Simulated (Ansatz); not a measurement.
CHAlClN (`N#[C][AlH][Cl]`), relaxed with RKS PBE-D4/def2-SVP in Ansatz 0.2.0 from a rough embedded geometry. The force threshold is 0.03 eV/Å; the program also tests the step.

Total charge 0; spin multiplicity 1.

Start:

```xyz
5

N     2.437   -0.542   -0.359
C     1.253   -0.325   -0.157
Al   -0.648    0.062    0.174
Cl   -1.771    1.144   -1.250
H    -1.270   -0.340    1.592
```

Q: How much energy does the relaxation release, and in how many steps? (Best estimate.)

A: The calculation gave: 2.97 kcal/mol, in 3 steps.

Q: Which bonds change most? (An estimate is asked.)

A: The calculation gave: N1–C2 from 1.221 to 1.175 Å; C2–Al3 from 1.967 to 1.939 Å; Al3–H5 from 1.600 to 1.577 Å; Al3–Cl4 from 2.112 to 2.100 Å.

Q: Give the relaxed structure. (An estimate is asked.)

A: The calculation gave: 
```xyz
5

N     2.369   -0.528   -0.386
C     1.236   -0.303   -0.168
Al   -0.623    0.080    0.226
Cl   -1.694    1.108   -1.259
H    -1.288   -0.357    1.588
```
